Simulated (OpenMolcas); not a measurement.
**neutral cadmium: effect of the IPEA shift**

```yaml
Program: OpenMolcas 26.06
Basis: ANO-RCC-VTZP [7s6p4d2f1g]
Scalar_Hamiltonian: DKH2, point nucleus
Active_space: 2 electrons in 4 orbitals (5s 5p)
State_averaging: 2S+1 = 3 even, 3 roots; 2S+1 = 1 even, 1 root kept (CI in the orbitals of an earlier block); 2S+1 = 3 odd, 3 roots; 2S+1 = 1 odd, 3 roots kept (CI in the orbitals of an earlier block)
Spin-orbit_coupling: state interaction with AMFI integrals over the reference wave functions, term energies averaged over their components
```

Methods on the same reference wave functions:
A. CASSCF
B. SS-CASPT2, IPEA 0 Eh, imaginary shift 0.1 Eh (closed shells correlated: 4d)
C. SS-CASPT2, IPEA 0.25 Eh, imaginary shift 0.1 Eh (closed shells correlated: 4d)

Energies in cm-1 above 5s2 1S0, the measured ground level; measured values from NIST Handbook of Basic Atomic Spectroscopic Data.

```csv
Level,A,B,C,Measured
5s2 1S0,0.0,0.0,0.0,0.0
5s 5p 3P* 0,23397,29311,29421,30114
5s 5p 3P* 1,23851,29750,29862,30656
5s 5p 3P* 2,24815,30729,30839,31827
5s 5p 1P* 1,47176,43273,44267,43692
```

Deviations, from unrounded energies. A percentage is the sum of absolute deviations over the sum of measured energies, with the sign that they share, or ± where signs differ.

```json
{"Against measurement": "mean absolute deviation (cm-1)", "Levels": "4", "A": "6000", "B": "810", "C": "760"}
{"Against measurement": "other configurations (%)", "Levels": "4", "A": "±17.6", "B": "-2.4", "C": "±2.2"}
```

C lies closest to measurement on these levels and A furthest from it. The largest miss of C in the table is 5s 5p 3P* 2, by -990 cm-1. The ranking rests on the paired levels alone, and a cruder setting can come out closer through cancelling errors.

Between B and C the level of the table that moves most is 5s 5p 1P* 1, by 990 cm-1 (lowest in B, highest in C).

The lowest spin-free term lies below A's lowest term by 0.361 hartree in B, 0.359 hartree in C.

Terms from blocks run as CI alone lack orbitals of their own. Without dynamic correlation excited terms often stand tens of per cent too high (terms of higher spin than the ground term too low), and those without a measured partner can miss by more than the paired ones (holds for A). Measured partners are found by configuration, term and J. A level has none where our copy of the source lacks it or the pairing is in doubt (some pairs that miss far off the trend of their configuration count as doubtful), and it then counts in no deviation. Only configurations of the active space appear. The table leaves out levels that lie high or whose names do not pair safely across all columns.

* marks odd parity.
